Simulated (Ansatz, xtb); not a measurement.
H5PSSn: which of two structures lies lower

Structure X is a singlet given by its coordinates and structure Y is `S[PH2+][SnH2-]`, a singlet. Both are isolated molecules in the gas phase, relaxed with PBE0-D3(BJ)/def2-SVP; the shapes shown needn't be the lowest conformers.

X (Å):

```xyz
8

P    -2.0470   -2.1322   -0.1814
S    -1.2161   -1.7735   -3.7116
Sn    0.3071   -2.3413   -1.2851
H    -2.0229   -3.3563    0.5526
H    -1.6436   -1.3213    0.9211
H     0.4439   -0.5598   -1.2265
H    -1.0465   -0.4381   -3.6045
H    -2.3425   -1.7526   -2.9553
```

Close contacts (Å): P1–Sn3 2.61, S2–Sn3 2.92, P1–H4 1.43, P1–H5 1.43, S2–H7 1.35, S2–H8 1.36, Sn3–H6 1.79.

Y (Å):

```csv
atom,x (Å),y (Å),z (Å)
P,-0.7885,-0.1351,-0.1947
S,-0.2144,0.0183,1.8277
Sn,1.1076,-0.7632,-1.9909
H,1.0728,-0.2769,1.5355
H,-1.9169,-0.9946,-0.1202
H,-1.4946,1.0804,-0.3985
H,1.4498,-1.9723,-0.7201
H,1.9596,0.4891,-1.0420
```

Q: Which of the two would you expect CCSD(T)/def2-TZVP electronic energies to favour?

A: Structure X; the calculation gives E(Y) − E(X) = +7.5 kcal/mol.

Level by level:

```tsv
level	geometry	E(Y) − E(X) (kcal/mol)	departure from the last row (kcal/mol)	job, with rough time for the two
GFN2-xTB	GFN2-xTB	−6.8	−14.3	optimisation, 0.43 s
HF/STO-3G	GFN2-xTB	+9.4	+1.9	single point, 0.76 s
r2SCAN-D4/def2-SVP	GFN2-xTB	+9.8	+2.3	single point, 3.1 s
PBE0-D3(BJ)/def2-SVP	PBE0-D3(BJ)/def2-SVP	+10.2	+2.8	optimisation, 36 s
HF/def2-TZVP	PBE0-D3(BJ)/def2-SVP	+6.2	−1.3	part of the CCSD(T) run
MP2/def2-TZVP	PBE0-D3(BJ)/def2-SVP	+6.9	−0.6	part of the CCSD(T) run
CCSD(T)/def2-TZVP	PBE0-D3(BJ)/def2-SVP	+7.5		single point, 72 s
```

GFN2-xTB puts the two in the other order. The largest departure from CCSD(T)/def2-TZVP is that of GFN2-xTB, 14.3 kcal/mol.

With harmonic frequencies from PBE0-D3(BJ)/def2-SVP (ideal gas, rigid rotor, one conformer each, 600 K, 1 atm): the zero-point term adds −0.3 kcal/mol; ΔH is +6.6 and ΔG +8.1 kcal/mol.

The correlated steps freeze 14 core orbitals; the filled d shell of Sn is correlated, in a basis made for valence electrons. Atoms past krypton carry core potentials in the def2 sets, other sets are all-electron and non-relativistic, and no spin–orbit term is included. Mirror images aren't counted in ΔG. Run with Ansatz 0.2.0, xtb 6.7.1; the last row on 2 threads of Arm Neoverse V1 on a shared host.
